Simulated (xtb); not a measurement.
xtb input (GFN1-xTB):

```bash
xtb mol.xyz --gfn 1 --sp --chrg -1 --uhf 0
```
mol.xyz:
```
8

C     -2.28924103     0.17293910    -0.79397812
C     -1.13101353     0.10602049    -0.04874590
C      0.17357968     0.47972573    -0.37752851
Cl     1.51621046    -0.31874010     0.58236746
H     -2.28557858     0.50528537    -1.82785117
H     -3.25641829     0.04520633    -0.32266307
H     -1.25035997    -0.23427618     0.98171423
H      0.49682817     0.55025431    -1.40993166
```

Output:

```
           -------------------------------------------------
          |                Calculation Setup                |
           -------------------------------------------------

           -------------------------------------------------
          |                 G F N 1 - x T B                 |
           -------------------------------------------------

        Reference                      10.1021/acs.jctc.7b00118
      * Hamiltonian:
        H0-scaling (s, p, d)           1.850000    2.250000    2.000000
        zeta-weighting                 0.000000
      * Dispersion:
        s8                             2.400000
        a1                             0.630000
        a2                             5.000000
        s9                             0.000000
      * Repulsion:
        kExp                           1.500000
        rExp                           1.000000
      * Coulomb:
        alpha                          2.000000
        third order                    atomic
        anisotropic                    false
      * Halogen bond correction:
        rad-scale                      1.300000
        damping                        0.440000

          ...................................................
          :                      SETUP                      :
          :.................................................:
          :  # basis functions                  30          :
          :  # atomic orbitals                  29          :
          :  # shells                           17          :
          :  # electrons                        24          :
          :  # halogen bonds                     0          :
          :  max. iterations                   250          :
          :  Hamiltonian                  GFN1-xTB          :
          :  restarted?                      false          :
          :  GBSA solvation                  false          :
          :  PC potential                    false          :
          :  electronic temp.          300.0000000     K    :
          :  accuracy                    1.0000000          :
          :  -> integral cutoff          0.2500000E+02      :
          :  -> integral neglect         0.1000000E-07      :
          :  -> SCF convergence          0.1000000E-05 Eh   :
          :  -> wf. convergence          0.2000000E-04 e    :
          :  Broyden damping             0.4000000          :
          :  net charge                         -1          :
          :  unpaired electrons                  0          :
          ...................................................

 iter      E             dE          RMSdq      gap      omega  full diag
   1    -13.0143930 -0.130144E+02  0.913E+00    3.33       0.0  T
   2    -13.0342756 -0.198826E-01  0.544E+00    3.28       1.0  T
   3    -13.0344229 -0.147269E-03  0.688E-01    3.33       1.0  T
   4    -13.0349758 -0.552921E-03  0.140E-01    3.32       1.0  T
   5    -13.0350483 -0.724711E-04  0.477E-02    3.31       1.0  T
   6    -13.0350534 -0.508916E-05  0.520E-03    3.31       6.8  T
   7    -13.0350534 -0.474256E-07  0.147E-03    3.31      24.1  T
   8    -13.0350534 -0.783580E-08  0.258E-04    3.31     137.1  T
   9    -13.0350534 -0.231729E-09  0.981E-05    3.31     360.3  T
  10    -13.0350534 -0.210694E-10  0.340E-05    3.31    1039.7  T

   *** convergence criteria satisfied after 10 iterations ***

         #    Occupation            Energy/Eh            Energy/eV
      -------------------------------------------------------------
         1        2.0000           -0.6856876             -18.6585
       ...           ...                  ...                  ...
         6        2.0000           -0.3180676              -8.6551
         7        2.0000           -0.2964916              -8.0679
         8        2.0000           -0.2918014              -7.9403
         9        2.0000           -0.2744990              -7.4695
        10        2.0000           -0.2572502              -7.0001
        11        2.0000           -0.2288167              -6.2264
        12        2.0000           -0.1307082              -3.5568 (HOMO)
        13                         -0.0090615              -0.2466 (LUMO)
        14                          0.0302585               0.8234
        15                          0.0983465               2.6761
        16                          0.1079705               2.9380
        17                          0.1340968               3.6490
       ...                                ...                  ...
        29                          0.7565089              20.5857
      -------------------------------------------------------------
                  HL-Gap            0.1216467 Eh            3.3102 eV
             Fermi-level           -0.0698849 Eh           -1.9017 eV

 SCC (total)                   0 d,  0 h,  0 min,  0.015 sec
 SCC setup                      ...        0 min,  0.000 sec (  2.882%)
 Dispersion                     ...        0 min,  0.000 sec (  0.935%)
 classical contributions        ...        0 min,  0.000 sec (  0.531%)
 integral evaluation            ...        0 min,  0.004 sec ( 26.084%)
 iterations                     ...        0 min,  0.006 sec ( 36.197%)
 molecular gradient             ...        0 min,  0.005 sec ( 30.051%)
 printout                       ...        0 min,  0.000 sec (  2.880%)

         :::::::::::::::::::::::::::::::::::::::::::::::::::::
         ::                     SUMMARY                     ::
         :::::::::::::::::::::::::::::::::::::::::::::::::::::
         :: total energy             -12.900583719869 Eh    ::
         :: gradient norm              0.013113596938 Eh/a0 ::
         :: HOMO-LUMO gap              3.310175295192 eV    ::
         ::.................................................::
         :: SCC energy               -13.035053409828 Eh    ::
         :: -> electrostatic           0.101627376259 Eh    ::
         :: repulsion energy           0.136837432774 Eh    ::
         :: dispersion energy         -0.002367742814 Eh    ::
         :: halogen bond corr.         0.000000000000 Eh    ::
         :: add. restraining           0.000000000000 Eh    ::
         :: total charge              -1.000000000000 e     ::
         :::::::::::::::::::::::::::::::::::::::::::::::::::::

           -------------------------------------------------
          |                Property Printout                |
           -------------------------------------------------

    * Orbital Energies and Occupations

         #    Occupation            Energy/Eh            Energy/eV
      -------------------------------------------------------------
         1        2.0000           -0.6856876             -18.6585
         2        2.0000           -0.4213242             -11.4648
         3        2.0000           -0.3981479             -10.8342
         4        2.0000           -0.3719195             -10.1204
         5        2.0000           -0.3394553              -9.2370
         6        2.0000           -0.3180676              -8.6551
         7        2.0000           -0.2964916              -8.0679
         8        2.0000           -0.2918014              -7.9403
         9        2.0000           -0.2744990              -7.4695
        10        2.0000           -0.2572502              -7.0001
        11        2.0000           -0.2288167              -6.2264
        12        2.0000           -0.1307082              -3.5568 (HOMO)
        13                         -0.0090615              -0.2466 (LUMO)
        14                          0.0302585               0.8234
        15                          0.0983465               2.6761
        16                          0.1079705               2.9380
Note: The following floating-point exceptions are signalling: IEEE_DENORMAL
normal termination of xtb
        17                          0.1340968               3.6490
        18                          0.1500888               4.0841
        19                          0.1800843               4.9003
        20                          0.1809041               4.9227
        21                          0.1863498               5.0708
        22                          0.1982945               5.3959
        23                          0.3291250               8.9559
       ...                                ...                  ...
        29                          0.7565089              20.5857
      -------------------------------------------------------------
                  HL-Gap            0.1216467 Eh            3.3102 eV
             Fermi-level           -0.0698849 Eh           -1.9017 eV

  Mulliken/CM5 charges         n(s)   n(p)   n(d)
     1C    -0.31253 -0.41387   0.999  3.314  0.000
     2C    -0.01568 -0.07351   1.049  2.966  0.000
     3C    -0.12997 -0.18334   1.068  3.062  0.000
     4Cl   -0.42022 -0.42481   1.962  5.447  0.011
     5H    -0.02715  0.02512   1.027  0.000  0.000
     6H    -0.03333  0.01889   1.033  0.000  0.000
     7H    -0.02949  0.02732   1.029  0.000  0.000
     8H    -0.03162  0.02420   1.032  0.000  0.000

Wiberg/Mayer (AO) data.
largest (>0.10) Wiberg bond orders for each atom

 ---------------------------------------------------------------------------
     #   Z sym  total        # sym  WBO       # sym  WBO       # sym  WBO
 ---------------------------------------------------------------------------
     1   6 C    3.835 --     2 C    1.581     6 H    0.984     5 H    0.984
                             3 C    0.237
     2   6 C    3.992 --     1 C    1.581     3 C    1.424     7 H    0.971
     3   6 C    3.489 --     2 C    1.424     8 H    0.990     4 Cl   0.818
                             1 C    0.237
     4  17 Cl   0.888 --     3 C    0.818
     5   1 H    1.006 --     1 C    0.984
     6   1 H    1.011 --     1 C    0.984
     7   1 H    1.018 --     2 C    0.971
     8   1 H    1.019 --     3 C    0.990
 ---------------------------------------------------------------------------

Topologies differ in total number of bonds
Writing topology from bond orders to xtbtopo.mol

 dipole moment from electron density (au)
     X       Y       Z
   0.4353  -0.2250   0.1830  total (Debye):    1.329

           -------------------------------------------------
          | TOTAL ENERGY              -12.900583719869 Eh   |
          | GRADIENT NORM               0.013113596938 Eh/α |
          | HOMO-LUMO GAP               3.310175295192 eV   |
           -------------------------------------------------

------------------------------------------------------------------------
------------------------------------------------------------------------
 total:
 SCF:
```

It need not be the lowest isomer of its formula. Whether it binds its extra electron was not tested at this geometry.
